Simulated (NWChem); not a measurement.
System meant: SnF$_{4}$, triplet; SMILES of the neutral closed-shell parent [F][Sn]([F])([F])[F]

Input file for NWChem:

```
start job
memory heap 200 mb stack 900 mb global 1100 mb
geometry units angstroms noautoz
  F      0.033984    -1.417158    -0.491557
  Sn     0.255907     0.504764     0.271801
  F     -1.446312     1.222505    -0.287827
  F      0.063822    -0.104882     2.108810
  F      1.091491    -0.206192    -1.601521
end
basis spherical
  F library def2-svp
  Sn library def2-svp
end
ecp
  Sn library def2-ecp
end
dft
  odft
  mult 4
  xc pbe0
  iterations 150
  mulliken
end
task dft energy
```

End of the output:

```
 ==============================================================================
                                 internuclear angles
 ------------------------------------------------------------------------------
        center 1       |       center 2       |       center 3       |  degrees
 ------------------------------------------------------------------------------
    1 F                |   2 Sn               |   3 F                |    98.23
    1 F                |   2 Sn               |   4 F                |    92.66
    3 F                |   2 Sn               |   4 F                |   107.65
 ------------------------------------------------------------------------------
                            number of included internuclear angles:          3
 ==============================================================================

 Summary of "ao basis" -> "" (spherical)
 ------------------------------------------------------------------------------
       Tag                 Description            Shells   Functions and Types
 ---------------- ------------------------------  ------  ---------------------
 F                          def2-svp                 6       14   3s2p1d
 Sn                         def2-svp                10       26   4s4p2d

                                 NWChem DFT Module
                                 -----------------

 Summary of "ao basis" -> "ao basis" (spherical)
 ------------------------------------------------------------------------------
       Tag                 Description            Shells   Functions and Types
 ---------------- ------------------------------  ------  ---------------------
 F                          def2-svp                 6       14   3s2p1d
 Sn                         def2-svp                10       26   4s4p2d

  number of electrons :                   58
  multiplicity        :                    4
 ------------------------------------------------------------------------
  no. of electrons and multiplicity not compatible                  58
 ------------------------------------------------------------------------
 ------------------------------------------------------------------------
  current input line :
    24: task dft energy
 ------------------------------------------------------------------------
 ------------------------------------------------------------------------
 There is an error in the input file
 ------------------------------------------------------------------------
 For more information see the NWChem manual at https://nwchemgit.github.io

0: no. of electrons and multiplicity not compatible:Received an Error in Communication
```

Task: Find the fault in this run and fix the input.

Result: The program refused the input. Cause: the multiplicity doesn't fit the number of electrons (an even count wants an odd multiplicity, and the reverse). This input runs:
```
start job
memory heap 200 mb stack 900 mb global 1100 mb
geometry units angstroms noautoz
  F      0.033984    -1.417158    -0.491557
  Sn     0.255907     0.504764     0.271801
  F     -1.446312     1.222505    -0.287827
  F      0.063822    -0.104882     2.108810
  F      1.091491    -0.206192    -1.601521
end
basis spherical
  * library def2-svp
end
ecp
  Sn library def2-ecp
end
dft
  odft
  mult 3
  xc pbe0
  iterations 150
  mulliken
end
task dft energy
```
It converges to -612.92138 Ha (PBE0/def2-SVP with def2 effective core potentials on Sn, spin-unrestricted).
